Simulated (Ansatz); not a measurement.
F₃H₃OSiTi, SMILES `[F][Ti]([F])([F])[O][SiH3]`, relaxed with RKS PBE0-D4/def2-TZVP in Ansatz 0.2.0 from a GFN2-xTB geometry. The force threshold is 0.005 eV/Å; the program also tests the step.

Charge 0, multiplicity 1.

Start:

```xyz
9

F     1.706   -0.640   -2.228
Ti    1.216    0.372   -0.942
F     2.457    0.564    0.217
F     0.722    1.910   -1.500
O    -0.105   -0.368   -0.186
Si   -1.272   -0.443    0.942
H    -2.139    0.734    0.739
H    -0.600   -0.423    2.256
H    -1.985   -1.706    0.702
```

Problem. How much energy does the relaxation release, and in how many steps? (Best estimate.)

Solution. The calculation gave: 25.95 kJ/mol, in 11 steps, 2 of them rejected.

Problem. Which bonds change most? (An estimate is asked.)

Solution. Computed: Ti2–O5 from 1.692 to 1.759 Å; F1–Ti2 from 1.708 to 1.750 Å; Ti2–F3 from 1.708 to 1.750 Å; Ti2–F4 from 1.709 to 1.750 Å.

Problem. Give the relaxed structure. (Estimate.)

Solution. Ansatz gave: 
```xyz
9

F     1.557   -0.782   -2.193
Ti    1.295    0.440   -0.968
F     2.730    0.593    0.022
F     0.947    1.973   -1.735
O    -0.065   -0.029    0.044
Si   -1.343   -0.457    1.003
H    -2.388    0.587    0.888
H    -0.867   -0.562    2.403
H    -1.865   -1.764    0.535
```
